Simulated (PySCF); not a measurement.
SMILES N#Cc1ccsc1-c1ccccn1, GFN2-xTB optimised geometry.

```
19

N      3.52    -0.43     0.00
C      2.56     0.19     0.00
C      1.41     1.00     0.00
C      1.51     2.42     0.00
C      0.30     3.02     0.00
S     -1.00     1.90     0.00
C      0.10     0.57     0.00
C     -0.47    -0.76     0.00
C      0.28    -1.94     0.00
C     -0.40    -3.14     0.00
C     -1.79    -3.14     0.00
C     -2.44    -1.92     0.00
N     -1.81    -0.77     0.00
H      2.46     2.94     0.00
H      0.09     4.07     0.00
H      1.35    -1.91     0.00
H      0.15    -4.07     0.00
H     -2.35    -4.07     0.00
H     -3.52    -1.86     0.00
```

Density from PBE0/def2-SVP (PySCF) at that geometry.

Minimum of the electron density along straight lines between bonded atoms, close to the bond critical point (lines longer than 1.1 times the sum of covalent radii, or with two minima, are not listed):

| bond | length / Å | ρ at the minimum / e bohr⁻³ | ∇²ρ there / e bohr⁻⁵ | position (fraction from the first atom) |
|---|---|---|---|---|
| N1–C2 | 1.148 | 0.475 | 0.35 | 0.66 |
| C2–C3 | 1.404 | 0.290 | -0.76 | 0.53 |
| C3–C4 | 1.421 | 0.290 | -0.70 | 0.51 |
| C4–C5 | 1.356 | 0.325 | -0.83 | 0.49 |
| C5–S6 | 1.719 | 0.218 | -0.49 | 0.47 |
| C3–C7 | 1.383 | 0.308 | -0.75 | 0.50 |
| S6–C7 | 1.728 | 0.215 | -0.47 | 0.52 |
| C7–C8 | 1.445 | 0.283 | -0.71 | 0.51 |
| C8–C9 | 1.397 | 0.307 | -0.77 | 0.51 |
| C9–C10 | 1.384 | 0.313 | -0.80 | 0.50 |
| C10–C11 | 1.387 | 0.311 | -0.80 | 0.50 |
| C11–C12 | 1.389 | 0.312 | -0.81 | 0.50 |
| C8–N13 | 1.336 | 0.345 | -1.09 | 0.36 |
| C12–N13 | 1.315 | 0.353 | [?] | 0.35 |
| C4–H14 | 1.075 | 0.286 | -1.12 | 0.64 |
| C5–H15 | 1.072 | 0.286 | -1.13 | 0.65 |
| C9–H16 | 1.077 | 0.287 | -1.13 | 0.64 |
| C10–H17 | 1.080 | 0.285 | -1.11 | 0.64 |
| C11–H18 | 1.078 | 0.284 | -1.09 | 0.63 |
| C12–H19 | 1.082 | 0.288 | -1.13 | 0.64 |

Problem. Fill in the missing entries.

Solution. 
- C12–N13, ∇²ρ there / e bohr⁻⁵: -0.90
